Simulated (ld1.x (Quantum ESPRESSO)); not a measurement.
An all-electron radial function and its pseudo partner (Ag)

Columns: radius, all-electron u(r) and pseudo u(r) of the 4d shell (level -43.74 eV) of silver in the configuration [Ar] 3d10 4s2 4p6 4d8 5s0 5p0; PBE, scalar-relativistic, RRKJ scheme, ld1.x (Quantum ESPRESSO) 7.5.

```json
{"r (bohr)": "0.097", "all-electron": "0.2244", "pseudo": "-0.0047"}
{"r (bohr)": "0.194", "all-electron": "0.4801", "pseudo": "-0.0355"}
{"r (bohr)": "0.291", "all-electron": "0.4120", "pseudo": "-0.1102"}
{"r (bohr)": "0.388", "all-electron": "0.1396", "pseudo": "-0.2323"}
{"r (bohr)": "0.485", "all-electron": "-0.1837", "pseudo": "-0.3908"}
{"r (bohr)": "0.582", "all-electron": "-0.4720", "pseudo": "-0.5639"}
{"r (bohr)": "0.679", "all-electron": "-0.6930", "pseudo": "-0.7263"}
{"r (bohr)": "0.776", "all-electron": "-0.8419", "pseudo": "-0.8563"}
{"r (bohr)": "0.873", "all-electron": "-0.9271", "pseudo": "-0.9413"}
{"r (bohr)": "0.970", "all-electron": "-0.9620", "pseudo": "-0.9788"}
{"r (bohr)": "1.067", "all-electron": "-0.9600", "pseudo": "-0.9756"}
{"r (bohr)": "1.164", "all-electron": "-0.9326", "pseudo": "-0.9428"}
{"r (bohr)": "1.261", "all-electron": "-0.8886", "pseudo": "-0.8929"}
{"r (bohr)": "1.358", "all-electron": "-0.8346", "pseudo": "-0.8353"}
{"r (bohr)": "1.455", "all-electron": "-0.7754", "pseudo": "-0.7754"}
{"r (bohr)": "1.552", "all-electron": "-0.7143", "pseudo": "-0.7143"}
{"r (bohr)": "1.649", "all-electron": "-0.6534", "pseudo": "-0.6534"}
{"r (bohr)": "1.746", "all-electron": "-0.5944", "pseudo": "-0.5944"}
{"r (bohr)": "1.843", "all-electron": "-0.5382", "pseudo": "-0.5382"}
{"r (bohr)": "1.940", "all-electron": "-0.4854", "pseudo": "-0.4854"}
{"r (bohr)": "2.037", "all-electron": "-0.4363", "pseudo": "-0.4363"}
{"r (bohr)": "2.134", "all-electron": "-0.3910", "pseudo": "-0.3910"}
{"r (bohr)": "2.231", "all-electron": "-0.3495", "pseudo": "-0.3495"}
{"r (bohr)": "2.328", "all-electron": "-0.3117", "pseudo": "-0.3117"}
{"r (bohr)": "2.425", "all-electron": "-0.2774", "pseudo": "-0.2774"}
{"r (bohr)": "2.522", "all-electron": "-0.2464", "pseudo": "-0.2464"}
```

Question: How many radial nodes do the two functions have?

Answer: The all-electron 4d function has n − l − 1 = 1; the pseudo-wave has 0, since the states of the same l below it are removed with the core.

Question: At about which radius was the pseudo-wave matched?

Answer: 1.45 bohr, where the columns begin to agree (steps of 0.10 bohr).

Question: Where does each function peak?

Answer: Outermost all-electron maximum near 0.97 bohr, pseudo maximum near 0.97 bohr (to the table’s step).

Question: Is the pseudo-wave norm-conserving?

Answer: Yes: the RRKJ scheme keeps the norm inside the radius equal to the all-electron one, which fixes the energy derivative of the logarithmic derivative at the level.
